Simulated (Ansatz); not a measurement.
`NB[SiH2]N` + `C[SeH]` → `BN` + `N[SiH2]C[SeH]`  (redistribution)

Computed with Ansatz on PBE0-D4/def2-TZVP structures; ΔE is electronic, products minus reactants. CCSD(T)/CBS adds triple-zeta CCSD(T) − MP2 to the extrapolated MP2 energy (def2 sets, frozen cores). This one scheme is used for every species. DFT in def2-TZVPP. B3LYP here is the variant with VWN-RPA as its local correlation; programs differ in this. For Se outer-core shells are correlated without core-valence functions, which leaves a few kJ/mol of doubt a bond. Scalar relativity is left out up to krypton. Each species was taken in one conformer, which may not be the lowest.

`NB[SiH2]N`:

```xyz
11

N    -0.192   -1.361   -1.637
B    -0.578   -0.216   -0.956
Si   -0.055    0.047    0.979
N     0.766    1.526    1.371
H    -0.430   -1.546   -2.598
H     0.349   -2.098   -1.213
H    -1.218    0.596   -1.571
H    -1.269    0.023    1.848
H     0.826   -1.090    1.402
H     1.598    1.771    0.856
H     0.202    2.349    1.518
```

`C[SeH]`:

Z-matrix (Å, degrees):
```
C
Se 1 1.949
H 1 1.088 2 110.6
H 1 1.087 2 110.6 3 -123.3
H 1 1.089 2 106.0 3 118.4
H 2 1.468 1 95.4 3 61.7
```

`BN`:

Z-matrix (Å, degrees):
```
B
N 1 1.385
H 1 1.197 2 119.0
H 1 1.197 2 119.0 3 -180.0
H 2 1.006 1 123.2 3 -0.0
H 2 1.006 1 123.2 3 180.0
```

`N[SiH2]C[SeH]`:

Z-matrix (Å, degrees):
```
Si
C 1 1.871
N 1 1.714 2 108.2
H 1 1.489 2 111.9 3 -117.6
H 1 1.496 2 106.1 3 125.1
Se 2 1.961 1 109.7 3 -60.1
H 2 1.090 1 114.1 3 177.1
H 2 1.092 1 110.2 3 54.6
H 3 1.008 1 118.9 2 56.0
H 3 1.006 1 120.1 2 -159.9
H 6 1.470 2 95.2 1 -54.5
```

```csv
level,ΔE (kJ/mol)
B3LYP,-27.6
CCSD(T)/def2-TZVPP,-35.9
```

Task: What does CCSD(T)/CBS give? (An estimate is asked.)

Result: Ansatz gave: -37.8 kJ/mol. The listed levels differ from it by 10.2, 1.9 kJ/mol.

Largest T1 diagnostic among the species: 0.013.

From PBE to PBE0 (25 % exact exchange), in def2-TZVPP and without D4, ΔE moves by −4.2 kJ/mol. The D4 term adds −7.2 kJ/mol with B3LYP and −3.8 kJ/mol with PBE0; it sums over pairs of atoms, weighted by their polarisabilities, and B3LYP, whose exchange is more repulsive, gets the larger term.
